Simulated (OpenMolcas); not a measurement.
**Mo5+ in a point-charge field**

Mo5+ among 5 point charges of -2 e arranged as a trigonal bipyramid (D3h), 2.08 Å from the ion, with the axial distance 1.810 Å.
```
   2.0800    0.0000    0.0000  -2.00
  -1.0400    1.8013    0.0000  -2.00
  -1.0400   -1.8013    0.0000  -2.00
   0.0000    0.0000    1.8096  -2.00
   0.0000    0.0000   -1.8096  -2.00
```

```
Program             : OpenMolcas
Method              : SS-CASPT2, IPEA 0.25 Eh, imaginary shift 0.1 Eh (closed shells correlated: 4s 4p)
Basis               : ANO-RCC-VDZP [6s5p3d1f]
Scalar Hamiltonian  : DKH2, point nucleus
Active space        : 1 electron in 5 orbitals (4d)
State averaging     : 2S+1 = 2 even, 5 roots
Spin-orbit coupling : state interaction with AMFI integrals over the reference wave functions
```

The lowest spin-free states (labels of D3, the rotations of D3h), above the lowest:

```csv
State,Degeneracy,E (cm-1),Free-ion L (%)
2E,2,0,D (100)
2E,2,5310,D (100)
2A1,1,18320,D (100)
```

The lowest levels with spin-orbit coupling:

| E (cm-1) | Degeneracy | Label | 2S+1 | g |
| --- | --- | --- | --- | --- |
| 0 | 2 | E3/2 | 2 | 0.00 0.00 2.02 |
| 2100 | 2 | E1/2 | 2 | 0.00 0.00 5.98 |
| 5820 | 2 | E1/2 | 2 | 0.01 0.43 0.43 |
| 7070 | 2 | E3/2 | 2 | 0.00 0.00 3.96 |
| 19560 | 2 | E1/2 | 2 | 1.99 2.43 2.43 |

Powder χT (cm3 K/mol): 0.128 at 2 K, 0.129 at 10 K, 0.136 at 50 K, 0.144 at 100 K, 0.16 at 200 K, 0.177 at 300 K. The effective moment at 300 K is 2.828 √(χT) = 1.19 μB.

The lowest level has 2S+1 = 2, for which the spin-only value is χT = S(S+1) / 2 = 0.375 cm3 K/mol (g = 2). The computed 0.177 at 300 K differs by -0.198, through orbital momentum, spin-orbit coupling and any other state in reach.

Roots that are degenerate in the reference are averaged as groups; the widest CASPT2 spread within a group is 130 cm-1 (the 2-fold group of multiplicity 2 near 0 cm-1 above the lowest state of its run). Shifts and gaps below about the spread of the groups concerned are not significant. An orbital doublet at a regular site is open to a Jahn-Teller distortion, which this geometry leaves out. Free-ion shares, where given, are those of the reference states; single-state CASPT2 does not remix them. This is an electrostatic model: the charges have no orbitals. No measured value stands beside these numbers.
